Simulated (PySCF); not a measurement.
## Selenium: a sound run and one with changed settings

Sound run: Se⁺ [Ar] 3d10 4s2 4p3, Se²⁺ [Ar] 3d10 4s2 4p2. Calculation: PySCF 2.14, in x2c-SVPall; the spin-free X2C one-electron Hamiltonian (Gaussian nucleus). In the sound run the correlated levels freeze [Ar] 3d10. The sound run starts from symmetry-adapted Hartree-Fock orbitals and uses a fine grid where one is needed.

Changed run: basis STO-3G, all-electron and non-relativistic. This setting is unsound on purpose.

```
species   method  sound run (hartree)  changed run (hartree)  converged
    Se⁺      UHF          -2427.32952            -2373.29984        yes
    Se⁺     TPSS          -2428.97028            -2374.45201        yes
    Se⁺     PBE0          -2428.75190            -2374.30233        yes
    Se⁺      MP2          -2427.38872            -2373.29984        yes
   Se²⁺      UHF          -2426.56207            -2372.53530        yes
   Se²⁺     TPSS          -2428.18424            -2373.66807        yes
   Se²⁺     PBE0          -2427.96397            -2373.51634        yes
   Se²⁺      MP2          -2426.60797            -2372.54313        yes
   Se²⁺  CCSD(T)          -2426.62551            -2372.54903        yes
```

Ionisation energy of Se⁺:

```csv
method,sound run (eV),changed run (eV)
UHF,20.883,20.804
TPSS,21.389,21.332
PBE0,21.441,21.388
MP2,21.245,20.591
SCS-MP2,21.115,20.548
```

A minimal basis cannot let orbitals breathe on ionisation and holds almost no correlation. The Hamiltonian changed with the basis, so the totals do not compare.

For comparison, NIST gives 21.196 ± 0.01 eV between the lowest levels.
